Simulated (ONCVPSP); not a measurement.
## lutetium: one change to an ONCV potential, before and after

ONCVPSP 4.0.1 input, shortened (lines: element, Z, core and valence counts, functional; n l f; lmax; l rc ep ncon nbas qcut; lloc lpopt rc5 dvloc0; l nproj debl; icmod fcfact rcfact), PBE, scalar-relativistic:

```
  Lu 71.00    9    5        4      upf
    1    0    2.00
    2    0    2.00
    2    1    6.00
    3    0    2.00
    3    1    6.00
    3    2   10.00
    4    0    2.00
    4    1    6.00
    4    2   10.00
    4    3   14.00
    5    0    2.00
    5    1    6.00
    5    2    1.50
    6    0    1.50
    3
    0    2.05    0.00    4    8    7.80
    1    1.95    0.00    4    8    8.90
    2    2.95    0.00    4    9    5.10
    3    0.70    0.00    4    9   25.30
    4    5    0.65    2.00
    0    3    1.90
    1    1    3.60
    2    2    2.20
    3    2    1.10
    3    2.50    1.75
```

All-electron outer shells of the reference configuration (PBE, scalar-relativistic, ld1.x):

```
shell  level (eV)  outermost node (bohr)  outermost maximum (bohr)
   4d     -191.39                   0.23                      0.48
   5s      -60.50                   0.57                      1.04
   5p      -31.15                   0.61                      1.19
   4f       -9.09                      –                      0.47
   6s       -4.52                   1.42                      3.08
   5d       -1.51                   0.68                      1.87
```

Change: local potential polynomial inside 0.60 bohr (lpopt 4, dvloc0 0 Ha).

Cutoffs: the cutoffs (Ha) at which the residual kinetic energy of the hardest occupied pseudo-wave falls to 1 and 0.1 mHa per electron; they do not see the model core or the augmentation charge, which bear on the density cutoff. Errors are all-electron minus pseudo energies relative to the spin-unpolarised reference configuration.

Q: Predict the effect on cutoff, ghosts and configuration errors.

A: The potential gets neither clearly harder nor softer (261 Ha and 288 Ha → 261 Ha and 288 Ha); the bound ghosts move from d, p, s to p, s; the lowest positive-energy flag moves from none to d at 5.6 eV; of the 3 tests that both files solve, the error grows in 0 and shrinks in 1 by more than 15 % and 0.3 meV (median size 2.3 → 2.3 meV); the range in which the d phases agree narrows (upper end 3.9 → 0.2). In the separable form a ghost depends on how the local part lies against the semilocal potential of the channel, so the choice of the local part can create or remove one.

```csv
quantity,base,changed
"cutoff, loose",261 Ha,261 Ha
"cutoff, tight",288 Ha,288 Ha
bound ghosts,"s, p, d","s, p"
GHOST(+) flags under 300 eV,none,d at 5.6 eV
tests with a reliable result,3 of 4,3 of 4
"error for 4f14 5s2 5p6 5d1 6s2, meV [ΔE -1.48 eV]",+2.3,+2.3
"error for 4f14 5s2 5p6 5d1 6s1, meV [ΔE 5.89 eV]",+0.1,+0.3
"error for 4f14 5s2 5p6 5d0 6s2 6p1, meV [ΔE -0.53 eV]",+35,+29
s: phases at 2.08 bohr within 0.05 rad from the reference energy up to (Ha; the scan ends near 5),to the end of the scan,to the end of the scan
p: phases at 1.98 bohr within 0.05 rad from the reference energy up to (Ha; the scan ends near 5),1.0,1.1
d: phases at 3.00 bohr within 0.05 rad from the reference energy up to (Ha; the scan ends near 5),3.9,0.2
f: phases at 0.71 bohr within 0.05 rad from the reference energy up to (Ha; the scan ends near 5),to the end of the scan,to the end of the scan
"rms error of d²Exc/dni dnj with the model core, mHa",2.82,2.82
```

 A true bound ghost makes a file unfit for plane-wave use even where its test errors are small: the radial tests pick states by their node count and pass the ghost by.
